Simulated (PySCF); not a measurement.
HNbO₃, SMILES [O]=[Nb](=[O])[OH], multiplicity 1.

The structure is a stationary point at PBE0-D3(BJ)/def2-SVP. The multiplicity is an assumed one; other spin states were not compared. The def2 effective core potentials stand for the cores of Nb; spin–orbit coupling is left out. One conformer was computed; it need not be the lowest.

All values below come from TDA-PBE/def2-SVPD run with PySCF.

Vertical excitations. Isolated molecule, no solvent.

### Question
Give excitation energies, oscillator strengths and character. (An estimate is asked for; the answer gives what the named calculation found.)

### Answer

| state | energy (eV) | λ (nm) | f | main pairs |
|---|---|---|---|---|
| S1 | 2.48 | 500 | 0.002 | HOMO→LUMO 100 % |
| S2 | 3.23 | 384 | 0.006 | HOMO−1→LUMO 97 % |
| S3 | 3.51 | 353 | 0.004 | HOMO−2→LUMO 99 % |
| S4 | 4.08 | 304 | 0.006 | HOMO−3→LUMO 94 % |
| S5 | 4.44 | 279 | 0.005 | HOMO→LUMO+1 94 % |
| S6 | 4.75 | 261 | 0.012 | HOMO−4→LUMO 92 % |
| S7 | 4.80 | 258 | 0.013 | HOMO−5→LUMO 90 % |
| S8 | 4.95 | 250 | 0.002 | HOMO−6→LUMO 63 %, HOMO→LUMO+2 31 % |
| S9 | 4.99 | 248 | 0.000 | HOMO→LUMO+2 66 %, HOMO−6→LUMO 30 % |
| S10 | 5.19 | 239 | 0.010 | HOMO−1→LUMO+1 72 %, HOMO−2→LUMO+1 19 % |
| T1 | 2.37 | 523 | 0 | HOMO→LUMO 100 % |
| T2 | 3.00 | 414 | 0 | HOMO−1→LUMO 99 % |
| T3 | 3.32 | 373 | 0 | HOMO−2→LUMO 98 % |
| T4 | 3.66 | 339 | 0 | HOMO−3→LUMO 96 % |
Triplets are in the Tamm–Dancoff approximation.
